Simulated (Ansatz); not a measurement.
Reactions of CH6SeSi2 (`[SiH3][SiH]1C[Se]1`).

Program: Ansatz. Geometries: PBE0-D4/def2-TZVP. ΔE: electronic, gas phase. CCSD(T)/CBS adds triple-zeta CCSD(T) − MP2 to the extrapolated MP2 energy (def2 sets, frozen cores). This one scheme is used for every species, atoms too. DFT in def2-TZVPP. No spin–orbit coupling; open shells (•) take unrestricted orbitals. Spin–orbit coupling would lower the free atoms: a little for C, Si; clearly for Se. For Se outer-core shells are correlated without core-valence functions, so the limit isn't a true one: a few kJ/mol of doubt a bond, and 10 to 20 or more in all where bonds break to atoms. Scalar relativity is left out up to krypton.

| reaction | CCSD(T)/CBS(def2) (kJ/mol) |
| --- | --- |
| `[SiH3][SiH]1C[Se]1` → C• + 6 H• + Se• + 2 Si• | 3173 |
| `[SiH3][SiH]1C[Se]1` + H₂ → `C1[SiH2][Se]1` + SiH₄ | -9 |
| `[SiH3][SiH]1C[Se]1` → `C1[SiH2][Se]1` + `[SiH2]` | 247 |
| `[SiH3][SiH]1C[Se]1` + CH₄ → `C[SiH]1C[Se]1` + SiH₄ | ? |

Q: Fill in the missing values. (Estimate.)

A: Ansatz gave: `[SiH3][SiH]1C[Se]1` + CH₄ → `C[SiH]1C[Se]1` + SiH₄: +8.2 kJ/mol.

Largest T1 diagnostic: 0.014, for `[SiH2]`.
